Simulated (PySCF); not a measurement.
Al2H4, SMILES [AlH2][AlH2]. The structure is a stationary point at TPSSh-D3(BJ)/def2-TZVP.

Computed equilibrium geometry at TPSSh-D3(BJ)/def2-TZVP (PySCF confirms it by a frequency run) as Cartesian coordinates in Å, and its point group:
point group D2d.
```xyz
6

Al     0.0000     0.0000    -1.2976
Al     0.0000     0.0000     1.2976
H      0.9547     0.9547    -2.1417
H     -0.9547    -0.9547    -2.1417
H      0.9547    -0.9547     2.1417
H     -0.9547     0.9547     2.1417
```
